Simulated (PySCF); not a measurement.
**Electronic structure of Cr⁺ (chromium, charge +1) at the LDA level**

Configuration: [Ar] 3d5, high-spin 6S determinant. Computed with PySCF 2.14 in x2c-TZVPall (6s5p4d1f, 48 functions), with the spin-free X2C one-electron Hamiltonian (Gaussian nucleus).

```
Total energy                        : -1048.183 hartree
One-electron energy                 : -1440.010 hartree
Hartree (Coulomb) energy            : 438.558 hartree
Exchange-correlation energy         : -46.730 hartree
⟨S²⟩                                : 8.7502
⟨L²⟩                                : 0.000
Sum of ⟨r⟩                          : 16.84 bohr
Sum of ⟨r²⟩                         : 22.22 bohr²
Langevin diamagnetic susceptibility : -17.6 ×10⁻⁶ cm³/mol
Time after the integrals            : 0.67 s of wall time on 1 thread of Neoverse-N1 (shared host)
```

```csv
shell,electrons,mean orbital energy (hartree),"rms radius, mean of both spins (bohr)"
1s α,1,-215.66254,0.0735
1s β,1,-215.66154,0.0735
2s α,1,-24.69950,0.319
2s β,1,-24.63748,0.319
2p α,3,-20.83542,0.288
2p β,3,-20.78677,0.288
3s α,1,-3.00258,0.974
3s β,1,-2.84337,0.974
3p α,3,-1.96705,1.06
3p β,3,-1.81061,1.06
3d α,5,-0.40883,1.61
```

Densities and radii are taken from the X2C orbitals without a picture-change correction, which distorts them close to the nucleus.
